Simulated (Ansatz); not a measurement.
Relaxation of C3H11NSi (16 atoms, charge 0, multiplicity 1), to a largest force component of 0.02 eV/Å in at most 40 steps.

Level of theory: RKS BLYP/6-31G (Ansatz 0.2.0).

```xyz
16
Properties=species:S:1:pos:R:3:forces:R:3
Si 0.000 0.000 0.000 -0.16 -0.06 1.52
N 0.000 0.000 1.820 0.51 -0.54 -1.40
C -1.216 -0.376 2.555 0.42 0.38 -0.01
H -1.864 -1.000 1.905 0.01 0.16 0.36
H -0.938 -0.953 3.461 -0.21 -0.01 -0.03
H -1.766 0.540 2.855 -0.30 -0.19 0.25
C 1.216 0.376 2.555 -0.49 0.05 0.11
H 1.464 -0.416 3.292 0.19 0.15 0.11
H 2.058 0.494 1.842 -0.16 0.00 0.31
H 1.046 1.335 3.087 0.38 0.02 0.19
H 1.377 0.000 -0.486 0.96 0.15 -0.17
H -0.688 1.191 -0.486 -0.48 0.95 -0.57
C -0.881 -1.526 -0.623 -0.49 -0.71 -0.49
H -1.380 -2.038 0.226 0.06 -0.06 -0.42
H -1.641 -1.233 -1.377 0.10 -0.33 0.13
H -0.145 -2.215 -1.088 -0.33 0.03 0.11
```

Task: Where does it end, and by what steps?

Result: It converged. The force dipped under the threshold on the way, but the program's further checks kept it going. Limits of this set-up: no polarisation functions. After 12 steps the energy has fallen by 0.308 eV; H15 moved furthest, 0.84 Å.

| step | energy less start (eV) | largest force component (eV/Å) | accepted |
| --- | --- | --- | --- |
| 0 | 0.0000 | 1.518 | yes |
| 1 | -0.2346 | 0.615 | yes |
| 2 | -0.2640 | 0.182 | yes |
| 3 | -0.1950 | 0.736 | no |
| 4 | -0.2763 | 0.052 | yes |
| 5 | -0.2825 | 0.109 | yes |
| 6 | -0.2891 | 0.213 | yes |
| 7 | -0.2960 | 0.205 | yes |
| 8 | -0.3058 | 0.066 | yes |
| 9 | -0.1399 | 1.469 | no |
| 10 | -0.3076 | 0.014 | yes |
| 11 | -0.3079 | 0.109 | yes |
| 12 | -0.3084 | 0.017 | yes |

```xyz
16
Properties=species:S:1:pos:R:3
Si -0.125 0.009 0.018
N 0.036 -0.108 1.806
C -1.130 -0.364 2.674
H -1.959 -0.804 2.096
H -0.865 -1.080 3.477
H -1.508 0.562 3.162
C 1.227 0.371 2.534
H 1.512 -0.354 3.324
H 2.081 0.479 1.848
H 1.059 1.354 3.028
H 1.278 0.245 -0.494
H -0.993 1.182 -0.441
C -0.880 -1.589 -0.752
H -1.882 -1.802 -0.343
H -0.978 -1.463 -1.844
H -0.233 -2.458 -0.553
```

Time of the run: 63 s on 1 thread of Arm Neoverse V1, on a shared host, peak memory 0.16 GiB.
